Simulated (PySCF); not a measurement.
**Working out the ionisation energy of Ga+**

Ga+ [Ar] 3d10 4s2 (1S) → Ga(2+) [Ar] 3d10 4s1 (2S). All numbers are calculated (PySCF 2.14, the non-relativistic Hamiltonian (point nucleus), in def2-QZVPPD (12s7p5d4f1g, 95 functions)). Frozen: [Ne]. Energies in hartree (1 hartree = 27.21139 eV):

```tsv
part	Ga+ (lower)	Ga(2+) (upper)
UHF	-1923.058918	-1922.380909
MP2 opposite-spin	-0.444363	-0.399644
MP2 same-spin	-0.223646	-0.210424
```

What does Hartree-Fock give?

(-1922.380909) − (-1923.058918) = 0.678009 hartree = 18.450 eV.

What do MP2 and SCS-MP2 (6/5 opposite-spin, 1/3 same-spin) give?

The opposite-spin parts differ by 1.217 eV and the same-spin parts by 0.360 eV. MP2: 18.450 + (1.217) + (0.360) = 20.027 eV. SCS-MP2: 18.450 + 1.2 × (1.217) + (0.360)/3 = 20.030 eV.

Measured between the centres of the two terms (NIST): 20.515 eV, so MP2 (valence and next inner shell) is off by -0.488 eV.

The calculation is non-relativistic.

What remains against the reference includes basis incompleteness, the frozen core and correlation beyond second order.
